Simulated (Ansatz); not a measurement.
A made-up structure of CH₂ClZn (charge -1), closed shell:

```
atom    x (Å)    y (Å)    z (Å)
 Cl1  -0.9867  -0.7893   2.2791
  C2  -0.2602   0.4370  -1.0134
 Zn3   0.3723  -0.2350   0.5869
  H4   1.7482  -0.8300   0.8931
  H5  -0.5869   0.9115  -1.9032
```

It is relaxed with PBE-D4/def2-SVPD and then PBE0-D4/def2-TZVPD (Ansatz 0.2.0). Atoms count as bonded within 1.22 times the sum of their covalent radii (H–H: 0.88 Å). The end point is not checked to be a true minimum.

Task: Does its bonding change? (A judgement: the text doesn't fix the answer.)

Result: By the calculation: Yes. Formed: C2–H4; broken: Zn3–H4.

Where it ends: The first stage lowers the energy by 3.15 eV in 25 steps. It ends as CH₂ClZn ([CH2][Zn][Cl]), total charge -1:
```csv
atom,x (Å),y (Å),z (Å)
Cl1,-1.2436,-0.8915,2.8349
C2,0.3551,-0.0650,-0.7895
Zn3,-0.2766,-0.2622,0.9515
H4,1.4477,-0.1377,-0.8711
H5,0.0041,0.8507,-1.2834
```

Labels in which every atom is bracketed show which atoms are joined, not bond orders.

For scale, one of the runs: PBE0-D4/def2-TZVPD relaxation, 152 basis functions, launched by `ansatz run in.yaml --threads 2 --pin off --events-out ev --progress --plain --max-ram 4352MiB`. Hardware: 2 CPU threads of an Arm Neoverse V1, shared host. Wall time about 25 s.
